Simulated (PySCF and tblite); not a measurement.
The numbers below are computed, except where a source is named.
C₉H₅ClOS, numbered as in [O:1]=[CH:2][c:3]1[cH:4][s:5][c:6]2[cH:7][c:8]([Cl:9])[cH:10][cH:11][c:12]12.

Geometries GFN2-xTB; weights from PBE0-D3(BJ)/def2-SVP (IEF-PCM, dichloromethane) energies and GFN2-xTB thermal corrections, with symmetry numbers and mirror pairs. Conformers within 2.5 kcal/mol (GFN2-xTB free energy) were kept, 2 at most. Codes: tblite and PySCF.

Rotational constants are equilibrium values for the commonest isotopes; dipoles come from the energy level named and are polarised by its solvent model.

Torsions listed: O1–C2–C3–C4.

```
conformer  shape  symmetry
        1   180°        Cs
        2     0°        Cs
```

Give the rotational constants and dipole components.


```tsv
conformer	A (MHz)	B (MHz)	C (MHz)	abs μa (D)	abs μb (D)	abs μc (D)	κ	Ic−Ia−Ib (u Å²)
1	1318	476	350	1.54	3.52	0.01	-0.74	0.0
2	1639	415	331	1.77	0.57	0.00	-0.87	0.0
```

Which type of transition is strongest for conformer 1?

b-type, since that component is clearly the largest; the top is asymmetric (κ = -0.74).
